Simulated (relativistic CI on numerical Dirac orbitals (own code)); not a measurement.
Energy levels of Ge²⁴⁺

Calculated at this level of theory: Dirac-Coulomb-Breit CI, orbitals from a KLI potential per configuration, model QED, unscaled Slater integrals (own radial code, finite nucleus).

CI space (outside the closed core 1s2): 2s2 2p4, 2s 2p5, 2p6, 2p5 3s, 2p5 3p, 2p5 3d, 2s2 2p3 3s, 2s2 2p3 3p, 2s2 2p3 3d, 2s 2p4 3s, 2s 2p4 3p, 2s 2p4 3d, 2s2 2p3 4s, 2s2 2p3 4p, 2s2 2p3 4d, 2s2 2p3 4f, 2s 2p4 4s, 2s 2p4 4p, 2s 2p4 4d, 2s 2p4 4f, 2s2 2p2 3s2, 2s2 2p3 5s, 2s2 2p3 5p, 2s2 2p2 3s 3p, 2s2 2p3 5d, 2s2 2p3 5f, 2s2 2p3 5g, 2s2 2p2 3p2, 2s2 2p2 3s 3d, 2s2 2p2 3p 3d, 2s 2p3 3s2, 2s2 2p2 3d2, 2s 2p3 3s 3p, 2s 2p4 5s, 2s 2p4 5p, 2s 2p3 3p2. Levels of other configurations are missing.

The lowest level is 2s2 2p4 3P_2, with 83 % of that term; Hund's rules for 2s2 2p4 give 3P with J = 2, in agreement.

| No. | Configuration | Term | J | E (10³ cm⁻¹) | % | Landé g | Lifetime (s) |
| --- | --- | --- | --- | --- | --- | --- | --- |
| 1 | 2s2 2p4 | 3P | 2 | 0.0 | 83 | 1.409 |  |
| 2 | 2s2 2p4 | 3P | 0 | 127.2 | 60 |  | 3.18e-01 |
| 3 | 2s2 2p4 | 3P | 1 | 242.9 | 100 | 1.496 | 3.54e-06 |
| 4 | 2s2 2p4 | 1D | 2 | 337.8 | 83 | 1.080 | 4.51e-06 |
| 5 | 2s2 2p4 | 1S | 0 | 646.5 | 59 |  | 7.16e-07 |
| 6 | 2s 2p5 | 3P° | 2 | 1332.3 | 100 | 1.495 | 1.27e-11 |
| 7 | 2s 2p5 | 3P° | 1 | 1466.7 | 88 | 1.436 | 8.57e-12 |
| 8 | 2s 2p5 | 3P° | 0 | 1604.9 | 100 |  | 9.58e-12 |
| 9 | 2s 2p5 | 1P° | 1 | 1859.9 | 88 | 1.053 | 3.89e-12 |
| 10 | 2p6 | 1S | 0 | 3052.3 | 98 |  | 3.63e-12 |
| 11 | 2p3(4S°) 3s | 5S° | 2 | 11011.6 | 66 | 1.795 | 9.00e-13 |
| 12 | 2p3(4S°) 3s | 3S° | 1 | 11062.6 | 54 | 1.512 | 1.30e-13 |
| 13 | 2p3(2D°) 3s | 3D° | 2 | 11258.5 | 47 | 1.393 | 3.19e-13 |
| 14 | 2p3(2D°) 3s | 3D° | 1 | 11276.8 | 58 | 1.075 | 1.71e-13 |
| 15 | 2p3(4S°) 3p | 5P | 1 | 11321.9 | 54 | 1.941 | 4.81e-11 |
| 16 | 2p3(4S°) 3p | 5P | 2 | 11328.4 | 47 | 1.528 | 5.91e-11 |
| 17 | 2p3(2D°) 3s | 3D° | 3 | 11337.3 | 99 | 1.328 | 2.93e-13 |
| 18 | 2p3(2D°) 3s | 1D° | 2 | 11362.2 | 68 | 1.053 | 1.52e-13 |
| 19 | 2p3(4S°) 3p | 5P | 3 | 11392.3 | 66 | 1.530 | 5.83e-11 |
| 20 | 2p3(4S°) 3p | 3P | 1 | 11407.6 | 48 | 1.491 | 2.83e-11 |
| 21 | 2p3(2P°) 3s | 3P° | 0 | 11447.6 | 98 |  | 3.41e-13 |
| 22 | 2p3(2P°) 3s | 3P° | 1 | 11458.9 | 68 | 1.342 | 2.14e-13 |
| 23 | 2p3(4S°) 3p | 3P | 2 | 11464.0 | 38 | 1.378 | 3.88e-11 |
| 24 | 2p3(4S°) 3p | 3P | 0 | 11505.3 | 94 |  | 1.58e-11 |
| 25 | 2p3(2D°) 3p | 3D | 1 | 11551.8 | 27 | 1.322 | 2.85e-11 |
| 26 | 2p3(2D°) 3p | 3F | 2 | 11586.6 | 37 | 1.099 | 8.40e-11 |
| 27 | 2p3(2D°) 3p | 3D | 2 | 11630.4 | 45 | 1.256 | 2.76e-11 |
| 28 | 2p3(2D°) 3p | 3F | 3 | 11635.5 | 64 | 1.224 | 6.06e-11 |
| 29 | 2p3(2D°) 3p | 1F | 3 | 11651.3 | 45 | 1.181 | 3.18e-11 |
| 30 | 2p3(2P°) 3s | 3P° | 2 | 11652.4 | 60 | 1.407 | 2.46e-13 |
| 31 | 2p3(2P°) 3s | 1P° | 1 | 11671.6 | 47 | 1.048 | 1.58e-13 |
| 32 | 2p3(2D°) 3p | 3D | 1 | 11673.3 | 44 | 0.902 | 2.74e-11 |
| 33 | 2p3(2D°) 3p | 3P | 0 | 11676.2 | 92 |  | 6.63e-12 |
| 34 | 2p3(2D°) 3p | 3D | 3 | 11712.6 | 55 | 1.191 | 4.77e-11 |
| 35 | 2p3(2D°) 3p | 3F | 4 | 11720.6 | 100 | 1.246 | 7.13e-11 |
| 36 | 2p3(2D°) 3p | 3P | 2 | 11749.4 | 73 | 1.393 | 3.07e-12 |
| 37 | 2p3(2P°) 3p | 3D | 1 | 11760.8 | 39 | 1.018 | 8.02e-12 |
| 38 | 2p3(4S°) 3d | 5D° | 2 | 11764.5 | 49 | 1.247 | 7.31e-13 |
| 39 | 2p3(4S°) 3d | 5D° | 3 | 11766.6 | 58 | 1.355 | 2.18e-12 |
| 40 | 2p3(4S°) 3d | 5D° | 0 | 11773.6 | 70 |  | 2.12e-12 |
| 41 | 2p3(4S°) 3d | 5D° | 1 | 11774.4 | 69 | 1.385 | 2.85e-13 |
| 42 | 2p3(4S°) 3d | 5D° | 4 | 11780.3 | 67 | 1.397 | 1.48e-10 |
| 43 | 2p3(2D°) 3p | 3P | 1 | 11781.8 | 40 | 1.111 | 6.03e-12 |
| 44 | 2p3(4S°) 3d | 3D° | 2 | 11817.2 | 43 | 1.218 | 9.23e-14 |
| 45 | 2p3(2D°) 3p | 1D | 2 | 11830.7 | 52 | 1.171 | 7.24e-12 |

Energies count from the lowest computed level; ° marks odd parity; lifetimes are radiative, by E1, M1, E2, M2 decay to levels of this space only. Percentages are summed over parent terms; the parents shown are those of the largest component, closed shells are left out there.

The mean weight of the leading LS term, summed over parents, in these 45 levels is 65 %, and that of the leading jj configuration (from the same eigenvectors) 83 %, so jj coupling describes them better and the LS labels are nominal.

At this charge energies of transitions that change n are usually good to better than 1 %, and those within a shell (Δn = 0) to a few per cent.

LS names give the leading component of a level, which can be under half, so a name can repeat, a term be missing and a line seem to break the LS rules.
